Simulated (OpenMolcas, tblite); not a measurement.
## How methods differ on CH5FOSn (SMILES [CH3][SnH]([OH])[F])

CH5FOSn: 9 atoms, total charge 0, spin state singlet. As SMILES, `[CH3][SnH]([OH])[F]`. The shape is that of a PBE0-D4/def2-TZVP optimisation. This is one conformer, not always the lowest.

```xyz
9

C    -0.3480    1.3209   -0.1726
Sn   -0.2712   -0.7574    0.2376
O     1.5274   -1.3464    0.7250
F    -0.6132   -1.5960   -1.4646
H    -1.3617    1.6034   -0.4558
H    -0.0436    1.8854    0.7085
H     0.3298    1.5391   -0.9976
H    -1.3087   -1.4770    1.3718
H     2.1777   -1.2184    0.0306
```

Quantity: the dipole moment, in D. The values are calculated.

| level | kind | program | value (D) |
| --- | --- | --- | --- |
| GFN2-xTB | semi-empirical | tblite | 4.14 |
| IPEA1-xTB | semi-empirical | tblite | 4.60 |
| HF/def2-SVP (core potential) | Hartree–Fock | OpenMolcas | 3.23 |
| SVWN5/def2-SVP (core potential) | LDA | OpenMolcas | 2.76 |
| BLYP/def2-SVP (core potential) | GGA | OpenMolcas | 2.70 |
| r2SCAN/def2-SVP (core potential) | meta-GGA | OpenMolcas | 2.84 |
| B3LYP/def2-SVP (core potential) | global hybrid | OpenMolcas | 2.86 |

The values span 2.70 to 4.60 D. Magnitudes only.
